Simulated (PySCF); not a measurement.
Excited states of Ga+ (gallium, charge +1)

Ground state [Ar] 3d10 4s2, ¹S. Computed with PySCF 2.14 in aug-cc-pVTZ-DK with one added diffuse shell each of s, p, d, f type (8s7p5d3f, 75 functions), with scalar relativity by spin-free X2C-1e. Vertical excitation energies in eV without spin-orbit coupling; excited terms of each kind are numbered among those the solver found. Frozen: [Ar].

```
 term  leading excitation  EOM-EE-CCSD  measured centre of gravity (NIST)
1 3P°              4s → p        5.624                       5.986 (4s4p)
1 1P°              4s → p        8.651                       8.766 (4s4p)
 1 3S              4s → s       12.392                      12.763 (4s5s)
 1 1S              4s → s       12.862                      13.224 (4s5s)
 1 1D              4s → d       12.933                                n/a
 1 3D              4s → d       13.661                      14.116 (4s4d)
2 3P°              4s → p       14.287                                n/a
2 1P°              4s → p       14.568                                n/a
 2 3S              4s → s       16.153                                n/a
 2 1S              4s → s       16.328                                n/a
 2 3D              4s → d       16.557                                n/a
1 3F°              4s → f       16.683                                n/a
1 1F°              4s → f       16.686                                n/a
 2 1D              4s → d       16.936                                n/a
```

Doubly excited terms such as np² are absent. The solver can miss terms. Rydberg members are limited by the diffuse functions of the basis.
